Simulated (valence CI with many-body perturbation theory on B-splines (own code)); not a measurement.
**Questions on Zn VIII**

Level of theory: valence CI with perturbative core correlation (CI+MBPT): five valence electrons over a frozen Dirac-Fock core [Ar], a basis of 7 s, 7 p, 8 d, 6 f, 4 g, 1 h functions for each j, with the one-electron correlation potential Σ1 (screened to all orders), the two-electron term Σ2, the three-electron term Σ3, Breit, model QED; selected single and double excitations, second order for the rest, scaled by the run's own slope (own B-spline code, finite nucleus).

No measured levels were compared; by estimate terms of the open shell hold to 2 to 4 % of their energy, and close levels can change places; different configurations can be misplaced against each other by 1,000 to 8,000 cm⁻¹. Among the levels kept, up to 390 cm⁻¹ of a level comes from second order outside the variational space, and about a tenth of that is noise between levels of different J, which matters for small intervals. The list stops below the first excitations out of the core. Only levels of the ground parity were solved; by the run's estimate the other parity begins above the list, which can be wrong where configurations are misplaced.

Rates and lifetimes use the calculated energies. Strong lines usually hold to 10 to 20 %, long lifetimes can be off by a factor of two.

(1) What is the ground level?

(2) What is the ionisation energy?

(3) How well does LS coupling describe the low levels?

(4) Name the longest-lived excited levels whose lifetime is computed, and their main decay.

Answers

(1) 3d5 6S_5/2, composition 99 % 3d5 6S, g = 2.000.

(2) 172.23 eV; NIST lists 173.9 ± 1.7 eV (semi-empirical).

(3) Among the lowest 20 levels the leading LS term, summed over configurations, holds 90 % on average. For single configurations the figures are 90 % in LS and 53 % in jj coupling. Terms mix most in the J = 5/2 level at 76760 cm⁻¹, where the leading one holds 62 %.

(4) 3d5 4G_7/2 at 49762 cm⁻¹ lives 11200 s, mostly by M1 to 3d5 4G_5/2; 3d5 4G_9/2 at 49777 cm⁻¹ lives 5250 s, mostly by M1 to 3d5 4G_11/2. The lifetime of 3d5 4G_11/2 is too uncertain to give, and may be longer.
